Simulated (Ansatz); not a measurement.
Reactions of C2H6GaN (`C=C[NH][GaH2]`).

Program: Ansatz. Geometries: PBE0-D4/def2-TZVP. ΔE: electronic, gas phase. CCSD(T)/CBS is the MP2 limit (def2-TZVPP, def2-QZVPP) plus CCSD(T) − MP2 in def2-TZVPP, frozen cores. This one scheme is used for every species, atoms too. Functionals use def2-TZVPP. No spin–orbit coupling; open shells (•) take unrestricted orbitals. Spin–orbit coupling would lower the free atoms: a little for C; clearly for Ga. Bonds to Ga, Se are less sure, by a few kJ/mol each and by 10 to 20 or more in all where they break to atoms, as the def2 sets lack core-valence functions. Scalar relativity is left out up to krypton. Each species was taken in one conformer, which may not be the lowest.

```json
{"reaction": "`C=C[NH][GaH2]` → 2 C• + Ga• + 6 H• + N•", "ωB97X-V (kJ/mol)": "3518"}
{"reaction": "`C=C[NH][GaH2]` → `C=[N][GaH][CH3]`", "ωB97X-V (kJ/mol)": "15"}
{"reaction": "`C=C[NH][GaH2]` + `B[SeH]` → `B[Se]C=C` + `[NH2][GaH2]`", "ωB97X-V (kJ/mol)": "3"}
{"reaction": "`C=C[NH][GaH2]` + `OB(O)Cl` → `C=COB(O)Cl` + `[NH2][GaH2]`", "ωB97X-V (kJ/mol)": "31"}
```

Task: Give the CCSD(T)/CBS values in the same order. (Best estimate.)

Result: Computed: 3509, 13, -4, 33 kJ/mol.

Largest T1 diagnostic: 0.015, for `C=[N][GaH][CH3]`.
